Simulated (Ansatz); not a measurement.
Geometry optimisation, RKS PBE0-D4/def2-SVP (Ansatz).

The input (input.yaml):

```yaml
crystal:
  periodic: [false, false, false]
  atoms:
    - { symbol: "N", position_ang: [-0.2427, 1.1948, -0.5436] }
    - { symbol: Si, position_ang: [0.8029, -0.1551, -0.3155] }
    - { symbol: O, position_ang: [-0.109, -1.4739, 0.3154] }
    - { symbol: Zn, position_ang: [-0.5124, -2.2294, 0.6978] }
    - { symbol: H, position_ang: [-0.7191, 1.4419, 0.3554] }
    - { symbol: H, position_ang: [-1.0628, 0.9272, -1.1794] }
    - { symbol: H, position_ang: [1.9041, 0.2265, 0.6242] }
basis:
  gaussian: { orbitals: def2-SVP }
hamiltonian:
  xc: pbe0
  dispersion: d4
relax:
  f_tol: 0.02
  max_steps: 50
```

Launched with:

```bash
$ ansatz run input.yaml --threads 2 --pin off --max-ram 3072MiB --backend cpu --events-out ev --progress --plain --runs-dir out
```

Task: Where does it end, and by what steps?

Result: The forces met the threshold. After 25 steps the energy has fallen by 51.269 eV; Zn4 moved furthest, 1.05 Å. The start is strongly strained (largest force component 196 eV/Å), so its close contacts needn't be bonds. Parted: Si2–Zn4.

```
step  energy less start (eV)  largest force component (eV/Å)  accepted
   0                  0.0000                         196.209       yes
   1                -42.3391                          35.250       yes
   2                -46.5971                          18.547       yes
   3                -49.1287                           7.330       yes
   4                -50.2368                           2.248       yes
   5                -50.6775                           1.873       yes
   6                -50.9286                           1.934       yes
   7                -51.0694                           1.704       yes
   8                -51.2022                           0.850       yes
   9                -51.2050                           0.714       yes
  10                -51.2349                           0.506       yes
  11                -51.2490                           0.149       yes
  12                -51.2528                           0.091       yes
  13                -51.2541                           0.109       yes
  14                -51.2559                           0.111       yes
  15                -51.2578                           0.101       yes
  16                -51.2596                           0.113       yes
  17                -51.2609                           0.112       yes
  18                -51.2631                           0.136       yes
  19                -51.2648                           0.149       yes
  20                -51.2589                           0.315        no
  21                -51.2663                           0.088       yes
  22                -51.2675                           0.084       yes
  23                -51.2681                           0.076       yes
  24                -51.2684                           0.070       yes
  25                -51.2687                           0.018       yes
```

```xyz
7
Properties=species:S:1:pos:R:3
N -0.447 0.964 -0.295
Si 0.807 -0.047 0.179
O 0.688 -1.567 0.412
Zn -1.288 -2.750 0.218
H -0.356 1.963 -0.441
H -1.384 0.606 -0.456
H 2.040 0.763 0.336
```

Whether the end is a true minimum wasn't checked by a vibrational analysis.

The run took 79 s on 2 threads of Arm Neoverse V2 (shared host), peak memory 0.2 GiB.
